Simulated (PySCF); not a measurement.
**Orbital picture of HI**

PBE0 at R = 1.618 Å; basis H cc-pVTZ, I cc-pVTZ-PP with ECP28; scalar-relativistic core potentials; PySCF 2.14. State: ¹Σ⁺ (singlet), closed shell. Only the outer orbitals are listed, counted within each symmetry, core potentials removing the inner ones.

| orbital | occ. | ε (eV) | on H (%) | main shells (%) |
| --- | --- | --- | --- | --- |
| 4σ | 2 | -19.89 | 9 | 90 I s, 8 H s |
| 5σ | 2 | -11.47 | 35 | 56 I p, 35 H s |
| 3π | 2 | -7.92 | 1 | 99 I p |
| 3π | 2 | -7.92 | 1 | 99 I p |
| 6σ | 0 | -0.79 | 59 | 59 H s, 39 I p |
| 7σ | 0 | 3.54 | 15 | 67 I s, 16 I d, 16 H s |
| 8σ | 0 | 5.68 | 58 | 57 H s, 27 I s, 9 I p |

**Question.** Which are the highest filled and the lowest empty level, where do they sit, and how wide is the gap?

**Answer.** Highest filled 3π at -7.92 eV (in %: 99 I p); lowest empty 6σ at -0.79 eV (in %: 59 H s, 39 I p); the gap at PBE0 is 7.13 eV.

```json
{
  "bond order (Mayer)": "1.02",
  "⟨S²⟩": "0.000",
  "charge on H (Mulliken, basis-dependent)": "0.09",
  "charge on H (Löwdin, basis-dependent)": "-0.16",
  "dipole moment (positive dipole means H(−)I(+))": "-0.53 D",
  "polarisability along the bond": "32.2 bohr³",
  "polarisability across the bond": "26.6 bohr³"
}
```

Spin–orbit coupling is left out.
